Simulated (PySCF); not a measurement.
Working out the excitation energy of Ar²⁺

Ar²⁺ [Ne] 3s2 3p4 (3P) → Ar²⁺ [Ne] 3s1 3p4 3d1 (high-spin determinant). All numbers are calculated (PySCF 2.14, the non-relativistic Hamiltonian (point nucleus), in dyall-av2z). Frozen: [Ne]; the 16 highest virtual orbitals dropped. Energies in hartree (1 hartree = 27.21139 eV):

```json
{"part": "UHF", "Ar²⁺ (lower)": "-525.291571", "Ar²⁺ (upper)": "-524.028514"}
{"part": "CCSD correlation", "Ar²⁺ (lower)": "-0.120166", "Ar²⁺ (upper)": "-0.128633"}
{"part": "(T)", "Ar²⁺ (lower)": "-0.001410", "Ar²⁺ (upper)": "-0.007562"}
```

Problem. What does Hartree-Fock give?

Solution. (-524.028514) − (-525.291571) = 1.263057 hartree = 34.370 eV.

Problem. What do CCSD and CCSD(T) give?

Solution. The CCSD correlation energies differ by -0.008467 hartree = -0.230 eV and the triples by -0.006152 hartree = -0.167 eV, so CCSD gives 34.140 eV and CCSD(T) 33.973 eV.

One determinant mixes LS terms, so it does not stand for a single term.

A double-zeta basis recovers only part of the correlation energy.

The coupled-cluster amplitudes are large, so a single reference is strained.
